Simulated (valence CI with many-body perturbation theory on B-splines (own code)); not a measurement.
Hyperfine factors and g values of Mn XI

Calculated by valence CI with perturbative core correlation (CI+MBPT): five valence electrons over a frozen Dirac-Fock core [Ne], radial functions for each j: 11 s, 11 p, 10 d, 8 f, 5 g, 2 h, with the one-electron correlation potential Σ1, the two-electron term Σ2, the three-electron term Σ3, Breit, model QED; selected CI, second order for the rest, scaled by the run's own slope (own B-spline code, finite nucleus).

No measured levels were compared; by estimate levels of excited configurations hold to 0.05 to 0.15 % of their energy, terms of the ground configuration to about 0.5 %. Among the levels kept, up to 3200 cm⁻¹ of a level comes from second order outside the variational space, and about a tenth of that is noise between levels of different J, which matters for small intervals.

A/g_I is the dipole constant over the nuclear g factor μ/I (μ in nuclear magnetons, uniformly magnetised nucleus), B/Q the quadrupole constant per barn. Both hold the static response of the core; the bare values leave it out. Large factors of s and p1/2 electrons are usually good to 5 to 10 %; those of open d and f shells near neutrality can be off by tens of per cent, and small factors of p3/2, d and f electrons come from cancelling terms and can be off by a factor of two or in sign, in half-filled shells by more. B is blank for J = 1/2, where it vanishes, and for nearly pure S terms. Energies count from the lowest level.

Names give the largest LS component (configuration and term), which can be under half, so a name can repeat, a term be missing and a line seem to break the LS rules; names also repeat where a configuration has a term twice. Letters in brackets count levels of one name in rising energy.

| Level | E (eV) | g | A/g_I (MHz) | A/g_I bare | B/Q (MHz/b) | B/Q bare |
| --- | --- | --- | --- | --- | --- | --- |
| 3s²3p³ ⁴S°_3/2 | 0.000 | 1.987 | 620 | 850 |  |  |
| 3s²3p³ ²D°_3/2 | 4.912 | 0.856 | 3640 | 3460 | 5020 | 4770 |
| 3s²3p³ ²D°_5/2 | 5.324 | 1.200 | 6530 | 6260 | -43.7 | -40.2 |
| 3s²3p³ ²P°_1/2 | 8.590 | 0.665 | 18100 | 17100 |  |  |
| 3s²3p³ ²P°_3/2 | 9.161 | 1.290 | 3720 | 3630 | -5130 | -4870 |
| 3s3p⁴ ⁴P_5/2 | 31.488 | 1.596 | 14500 | 13900 | 5700 | 5420 |
| 3s3p⁴ ⁴P_3/2 | 32.444 | 1.731 | 13400 | 12800 | -4620 | -4390 |
| 3s3p⁴ ⁴P_1/2 | 32.889 | 2.663 | 29900 | 28600 |  |  |
| 3s3p⁴ ²D_3/2 | 39.011 | 0.808 | -3600 | -3300 | -8360 | -7930 |
| 3s3p⁴ ²D_5/2 | 39.185 | 1.204 | 15500 | 14600 | -12000 | -11400 |
| 3s²3p²3d ²P_3/2 [a] | 44.823 | 1.326 | -686 | -407 | 2740 | 2620 |
| 3s3p⁴ ²P_1/2 | 45.371 | 1.048 | 18000 | 16900 |  |  |
| 3s3p⁴ ²S_1/2 | 47.053 | 1.619 | 42000 | 39500 |  |  |
| 3s²3p²3d ⁴F_3/2 | 49.272 | 0.421 | 2580 | 2490 | -1130 | -994 |
| 3s²3p²3d ⁴F_5/2 | 49.644 | 1.044 | 1600 | 1670 | 0.937 | 83.5 |
| 3s²3p²3d ⁴F_7/2 | 50.187 | 1.244 | 1630 | 1710 | -944 | -790 |
| 3s²3p²3d ⁴F_9/2 | 50.869 | 1.330 | 2380 | 2410 | -5120 | -4730 |
| 3s²3p²3d ²F_5/2 [a] | 51.052 | 0.955 | 4310 | 4160 | -423 | -349 |
| 3s²3p²3d ²F_7/2 [a] | 51.472 | 1.273 | 1970 | 2040 | 2740 | 2650 |
| 3s²3p²3d ⁴D_1/2 | 51.507 | 0.006 | 6560 | 6190 |  |  |
| 3s²3p²3d ⁴D_3/2 | 51.616 | 1.182 | 3130 | 3150 | -1530 | -1460 |
| 3s²3p²3d ⁴D_5/2 | 52.036 | 1.259 | 2640 | 2680 | -364 | -325 |
| 3s²3p²3d ⁴D_7/2 | 52.962 | 1.288 | 1820 | 1890 | 2310 | 2240 |
| 3s²3p²3d ²G_7/2 | 56.928 | 0.892 | 4080 | 3940 | 12000 | 11500 |
| 3s²3p²3d ²G_9/2 | 57.210 | 1.114 | 3040 | 2990 | 13700 | 13100 |
| 3s²3p²3d ²P_3/2 [b] | 58.000 | 1.319 | -1100 | -799 | 1620 | 1540 |
| 3s²3p²3d ⁴P_5/2 | 59.197 | 1.586 | 1030 | 1230 | 546 | 555 |
| 3s²3p²3d ²P_1/2 [a] | 59.207 | 0.752 | 10900 | 10200 |  |  |
| 3s²3p²3d ⁴P_3/2 | 59.642 | 1.689 | 1120 | 1380 | -269 | -295 |
| 3s²3p²3d ⁴P_1/2 | 59.931 | 2.571 | 1770 | 2040 |  |  |
| 3s²3p²3d ²D_3/2 [a] | 60.729 | 0.852 | 2180 | 2200 | 835 | 850 |
| 3s²3p²3d ²D_5/2 [a] | 61.843 | 1.209 | 2460 | 2480 | -369 | -263 |
| 3s²3p²3d ²D_3/2 [b] | 63.955 | 0.810 | 2800 | 2660 | -115 | -131 |
| 3s²3p²3d ²D_5/2 [b] | 63.980 | 1.200 | 4050 | 3980 | 3640 | 3450 |
| 3s²3p²3d ²P_1/2 [b] | 65.871 | 0.814 | -3060 | -2850 |  |  |
| 3s²3p²3d ²P_3/2 [c] | 66.639 | 1.323 | 1370 | 1520 | -2680 | -2550 |
| 3s²3p²3d ²F_5/2 [b] | 66.745 | 0.898 | 1620 | 1630 | 1550 | 1570 |
| 3s²3p²3d ²S_1/2 | 66.875 | 1.862 | 14200 | 13700 |  |  |
| 3s²3p²3d ²F_7/2 [b] | 67.143 | 1.142 | 3240 | 3190 | -1790 | -1600 |
| 3s²3p²3d ²D_5/2 [c] | 69.702 | 1.161 | 1740 | 1780 | -1480 | -1330 |

Question: Take the isotope of mass number 55, with I = 5/2, μ = 3.4669 μN and Q = 0.33 b. What is the hyperfine structure of 3s²3p³ ²P°_1/2?

Answer: From the table A = 25200 MHz. Shifts from the centre of gravity in MHz: F = 2: -44100, F = 3: 31500.
